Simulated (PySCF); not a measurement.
Computed shifts of a molecule C3H7NSi, KT2/pcSseg-1 run with PySCF, GIAO, gas phase, atoms alike by connectivity averaged where their shifts nearly agree, in ppm (number of nuclei): ¹³C: 96.9 (1), 76.7 (1), 34.5 (1). ²⁹Si: -65.2 (1). ¹⁵N: 29.3 (1). ¹H: 4.67 (2), 3.25 (1), 2.77 (1), 2.70 (1), 0.96 (1), 0.78 (1). References: ¹³C against TMS (σ = 185.1 ppm); ²⁹Si against TMS (σ = 361.9 ppm); ¹⁵N against NH3 (σ = 266.2 ppm); ¹H against TMS (σ = 31.47 ppm), references at their B3LYP-D3(BJ)/def2-TZVP geometries, non-relativistic. Geometry optimised at B3LYP-D3(BJ)/def2-SVP. One conformer was computed; it need not be the lowest.

Task: Which structure fits?
A) C#C[Si@@H](C)N
B) N[Si@H]1C=CC1
C) C#C[SiH2]CN
D) [SiH3]C1=NCC1

Result: C, C#C[SiH2]CN
